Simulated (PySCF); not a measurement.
TlI, SMILES [I][Tl].

Geometry: B3LYP-D3(BJ)/def2-TZVP. The def2 effective core potentials stand for the cores of I, Tl; spin–orbit coupling is left out.

Two levels are set side by side: TDA-PBE/def2-TZVPD (PySCF) and TDA-B3LYP/def2-TZVPD (PySCF). Vertical, same geometry. The lowest singlet is HOMO−1→LUMO+1 50 %, HOMO→LUMO 50 % with PBE and HOMO−1→LUMO+1 50 %, HOMO→LUMO 50 % with the other functional; states are paired by order. Differences are taken from unrounded values.

| quantity | TDA-B3LYP |
|---|---|
| lowest singlet excitation (eV) | 3.51 |
| lowest triplet excitation (TDA) (eV) | 3.26 |
| first bright state (f over 0.05) (eV) | 5.90 |
| its oscillator strength | 0.36 |

Q: What does TDA-PBE give, and how far is it from TDA-B3LYP? (An estimate is asked for; the answer gives what the named calculation found.)

A: 
```tsv
quantity	TDA-PBE	TDA-PBE minus TDA-B3LYP
lowest singlet excitation (eV)	3.26	-0.25
lowest triplet excitation (TDA) (eV)	3.06	-0.19
first bright state (f over 0.05) (eV)	5.66	-0.24
its oscillator strength	0.11	-0.25
```

Functionals without exact exchange tend to place singlet excitations lower, as here. Differences between two approximate levels are no errors against the true value.

Rough cost on one machine, each run with all the roots and properties that it gave: TDA-B3LYP against TDA-PBE within a factor of 2.
